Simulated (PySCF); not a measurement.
C₅H₇N, singlet, at a GFN2-xTB geometry. Base run: DF-R2SCAN/def2-SV(P) run with PySCF.

Here is a job for PySCF.
```python
from pyscf import gto, scf, dft

mol = gto.Mole()
mol.atom = '''
    C     1.282001    0.987926   -2.159126
    C     1.272855    0.376013   -1.125243
    C     1.297052   -0.335332    0.092819
    C     0.209469   -0.690543    0.774235
    C    -1.195180   -0.389736    0.358071
    N    -1.959093    0.062139    1.515662
    H     1.285698    1.520058   -3.063132
    H     2.285208   -0.591787    0.454233
    H     0.300671   -1.226905    1.707364
    H    -1.187940    0.326058   -0.480670
    H    -1.665270   -1.316427    0.005441
    H    -1.576370    0.935115    1.864507
    H    -2.925530    0.228945    1.258085
'''
mol.basis = 'def2-sv(p)'
mol.charge = 0
mol.spin = 0
mol.verbose = 4
mol.max_memory = 1800
mol.build()

mf = dft.RKS(mol)
mf.xc = 'r2scan'
mf = mf.density_fit(auxbasis='def2-universal-jkfit')
mf.kernel()
```

The job was repeated with other settings on one machine. Differences are taken from the largest basis of the def2 family in the series, which isn't the basis-set limit (def2-TZVPP: -5.762 eV). The cheapest run took very roughly 20 core-seconds.

```
setting     basis functions  cost, times the cheapest (rough)  difference in HOMO energy (eV)
----------  ---------------  --------------------------------  ------------------------------
def2-SV(P)               98                                 1                           0.295
def2-SVP                119                                 1                           0.283
def2-TZVP               228                                 4                           0.006
def2-TZVPP              284                                 4                       reference
```

Times come from a shared machine, hold the start-up and are rough.
